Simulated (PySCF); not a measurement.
## Two-dimensional NMR puzzle

Compound of formula C4H4F4O. Correlations simulated from computed shifts and the bond graph:

HSQC (one-bond C–H):
| δH | δC |
| --- | --- |
| 2.80 | 28.8 |
| 2.53 | 32.8 |

COSY cross peaks (H two or three bonds apart, from the bond graph; peaks can be absent where the dihedral angle is near 90°):
| δH | δH |
| --- | --- |
| 2.80 | 2.53 |

HMBC (two and three bonds, from the bond graph):
| δH | δC |
| --- | --- |
| 2.80 | 171.7, 135.1, 32.8 |
| 2.53 | 171.7, 135.1, 28.8 |

Carbons without hydrogens: δ 171.7, 135.1.

How the numbers were obtained: geometry from GFN2-xTB, shieldings: GIAO PBE0/pcSseg-1, in PySCF (averaged over atoms made equivalent by symmetry, fast rotation or ring inversion, gas phase, one computed conformer, non-relativistic).

Chemical shifts δ = σref − σ; $^{1}$H (σref 31.72), $^{13}$C (σref 186.93) vs TMS, all at this level.

Exchangeable hydrogens are left out of these lists.

Question: Which molecule is this?

Answer: `O=C(F)CCC(F)(F)F`.

Atom-mapped SMILES (the numbers label the heavy atoms): `[O:1]=[C:2]([F:3])[CH2:4][CH2:5][C:6]([F:7])([F:8])[F:9]` (H(Xn): hydrogen on atom n).

- δC 171.7 is C2, a carbonyl carbon.
- δC 135.1 is C6, a CF3 carbon.
- δC 32.8 is C5, an sp3 CH2 (δH 2.53).
- δC 28.8 is C4, an sp3 CH2 α to a carbonyl (δH 2.80).
- HMBC from δH 2.80 reaches the proton-free carbons C2, C6.
- HMBC from δH 2.53 reaches the proton-free carbons C2, C6.
- COSY links 2.80–2.53.

The shifts were computed for this structure.

Shifts are as computed. Against solution values, carbons near 30 ppm lie about +3 ppm off and those near 130 ppm about +5 ppm. Of 1211 compounds with measured shifts, 218 miss one by over three times the rms of a fit or turn the order of signals round; such compounds aren't used in these exercises.
